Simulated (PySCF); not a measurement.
Input file for PySCF: R-BP86/LANL2DZ on InI, 2S+1 = 1, a spin state set in the input, which need not be the lowest, a point of a bond scan (R = 2.855 Å).

```python
from pyscf import gto, scf, dft, mp
from pyscf.data.elements import chemcore

mol = gto.M(
    atom='''
    In    0.00000000    0.00000000    0.00000000
    I     0.00000000    0.00000000    2.85501600
    ''',
    basis='lanl2dz',
    ecp={'I': 'lanl2dz', 'In': 'lanl2dz'},
    charge=0, spin=0, verbose=3, max_memory=1800)
mf = dft.RKS(mol, xc='b88,p86')
mf.conv_tol = 1e-8
mf.max_cycle = 100
mf.kernel()
if not mf.converged:
    mf = mf.newton().run(mf.mo_coeff, mf.mo_occ)
```

Output:

```
converged SCF energy = -13.382612118529
```

The calculation finished and met its thresholds.

Cost: roughly 0.8 core-seconds.
